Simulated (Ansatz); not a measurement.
Ansatz results at the PBE0-D4/def2-TZVP geometry: size of the dipole moment (PBE/def2-TZVPP) 0.47 D; HOMO energy (B3LYP/def2-TZVPP) -5.24 eV; LUMO energy (ωB97M-V/def2-TZVPP) -0.03 eV.

Each molecule was computed in one conformer, which needn't be the lowest.

(1) Which molecule gave them?
A. `C[O][Y]([NH2])[O]C`
B. `[OH][Y]([OH])[OH]`
C. `C[N](C)[Y]([N](C)C)[N](C)C`
D. `[CH3][Y]([CH3])[CH3]`

Answers

(1) C. The others give `[CH3][Y]([CH3])[CH3]`: 3.63, -6.13, -0.74; `[OH][Y]([OH])[OH]`: 0.00, -7.66, -0.13; `C[O][Y]([NH2])[O]C`: 0.18, -6.25, -0.11.

B3LYP here is the variant with VWN-RPA as its local correlation; programs differ in this.
